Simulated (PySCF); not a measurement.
Compound: C₆H₁₃As.
SMILES: `CCC/C=C\C[AsH2]`

The calculation used PySCF 2.14.0, density-fitted response routines, TDDFT PBE0/def2-SVPD, vertical, gas phase, core orbitals frozen in the response. Isolated species at its PBE0-D3(BJ)/def2-SVP geometry (one conformer only). Relativistic effects, spin–orbit coupling among them, are left out although an element past zinc is present. Torsions of this conformer, `[CH3:1][CH2:2][CH2:3]/[CH:4]=[CH:5]\[CH2:6][AsH2:7]`: C1–C2–C3–C4 178°, C2–C3–C4–C5 111°, C4–C5–C6–As7 -87°, H–As7–C6–C5 -157°, H–As7–C6–C5 -65°.

Computed states:

```
state  E (eV)      f
   S1    5.88  0.088
   S2    6.02  0.156
   S3    6.30  0.013
   S4    6.37  0.013
   S5    6.64  0.309
   S6    6.86  0.087
   S7    7.03  0.030
   S8    7.09  0.049
   S9    7.17  0.088
  S10    7.49  0.052
```

Broadening: Gaussians 0.25 eV wide at half height, area fixed by f = 4.319×10⁻⁹ ∫ε dν̃. The width is an assumption, not a result. The curve ends short of the highest state used, and states not computed would add to its high-energy end.

Task: What does the envelope look like, and where are its maxima?

Result: 
```csv
λ (nm),ε (L mol⁻¹ cm⁻¹)
179.8,13331
180.7,14856
181.5,16882
182.3,19631
183.1,23082
183.9,26959
184.8,31110
185.6,33775
186.4,34763
187.2,33720
188.1,30267
188.9,25763
189.7,20698
190.5,15809
191.4,11178
192.2,8103
193.0,5999
193.8,4690
194.6,3947
195.5,3524
196.3,3365
197.1,3359
197.9,3536
198.8,4058
199.6,4922
200.4,6241
201.2,8036
202.0,10247
202.9,13052
203.7,15598
204.5,17945
205.3,19871
206.2,21331
207.0,21904
207.8,21790
208.6,21049
209.5,19595
210.3,17887
211.1,15921
211.9,13816
212.7,11684
213.6,9369
214.4,7474
215.2,5791
216.0,4354
216.9,3044
217.7,2142
218.5,1460
219.3,964
220.2,581
221.0,359
221.8,215
222.6,124
223.4,70
224.3,35
225.1,19
```

Maxima: 207 nm (5.98 eV), ε about 22000, made up of S1 (28%) and S2 (72%); 186 nm (6.65 eV), ε about 35000, made up of S5 (96%) (ε in L mol⁻¹ cm⁻¹; maxima over ε = 5, shares over 10%).

Task: On this curve, what absorbance would a 10⁻⁵ mol/L sample give at 193 nm over a 1 cm path?

Result: 193 nm is 6.424 eV, where ε is about 6000 L mol⁻¹ cm⁻¹, so A = ε c l ≈ 0.06 (Beer–Lambert, with the gas-phase spectrum and the assumed width).

Task: What would ε be at 6.65 eV, the highest of these maxima, with half the width (0.125 eV)?

Result: About 66100 L mol⁻¹ cm⁻¹ against 34800, a factor of about 1.9; a lone state at its own centre would give exactly 2.

Task: Coming from long wavelengths, where does ε first pass 100 L mol⁻¹ cm⁻¹?

Result: At about 223 nm (5.56 eV), 0.32 eV below S1.

All these states lie below the vertical ionisation energy of 8.50 eV (ΔSCF).

On one thread of an Arm Neoverse N1, no GPU, on a shared host, this took 7.4 min of wall time and 1.1 GiB of memory at its peak.
